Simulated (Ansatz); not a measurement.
```yaml
crystal:
  periodic: [false, false, false]
  atoms:
    - {symbol: C, position_ang: [1.933107, 1.214339, 0.486762]}
    - {symbol: S, position_ang: [1.173598, -0.146692, -0.436682]}
    - {symbol: C, position_ang: [1.486326, 0.406557, -2.146360]}
    - {symbol: C, position_ang: [-0.598992, 0.113769, -0.302112]}
    - {symbol: C, position_ang: [-1.318011, -1.002309, 0.156712]}
    - {symbol: C, position_ang: [-2.712097, -0.891586, 0.264380]}
    - {symbol: C, position_ang: [-3.357978, 0.309754, -0.066210]}
    - {symbol: C, position_ang: [-2.616734, 1.417812, -0.510467]}
    - {symbol: C, position_ang: [-1.223271, 1.326242, -0.633335]}
    - {symbol: H, position_ang: [1.582734, 1.063520, 1.522811]}
    - {symbol: H, position_ang: [3.020667, 1.020652, 0.445856]}
    - {symbol: H, position_ang: [1.654765, 2.194580, 0.058486]}
    - {symbol: H, position_ang: [2.580028, 0.343536, -2.303968]}
    - {symbol: H, position_ang: [0.975961, -0.312531, -2.813522]}
    - {symbol: H, position_ang: [1.122980, 1.434836, -2.330078]}
    - {symbol: H, position_ang: [-0.771456, -1.914306, 0.447380]}
    - {symbol: H, position_ang: [-3.294520, -1.753075, 0.623066]}
    - {symbol: H, position_ang: [-4.451497, 0.388801, 0.028127]}
    - {symbol: H, position_ang: [-3.124286, 2.361362, -0.760341]}
    - {symbol: H, position_ang: [-0.644572, 2.196458, -0.978436]}
    - {symbol: F, position_ang: [1.101990, -2.860134, 0.951393]}
    - {symbol: B, position_ang: [1.740277, -1.993115, 1.871253]}
    - {symbol: F, position_ang: [0.840020, -0.852306, 2.044190]}
    - {symbol: F, position_ang: [1.972010, -2.592099, 3.087365]}
    - {symbol: F, position_ang: [2.928940, -1.474046, 1.293711]}
basis:
  gaussian: {orbitals: def2-SVP}
total_charge: -1
magnetization: {spin_polarized: true, initial_magnetization: 1}
hamiltonian: {xc: {name: HF}}
correlation: {active_space: {window: {electrons: 40, orbitals: 30}}}
accuracy: high
output: {forces: true}
```

```sh
$ ansatz run in.yaml --threads 4 --pin off --events-out ev --progress --plain --max-ram 6963MiB
```

(1) Predict how Ansatz answers.

## Answers

(1) The input was rejected before any iteration.
```
Error: invalid value for `correlation.active_space`: it starts from restricted Hartree–Fock orbitals; set hamiltonian.xc: hf without magnetization.spin_polarized
```
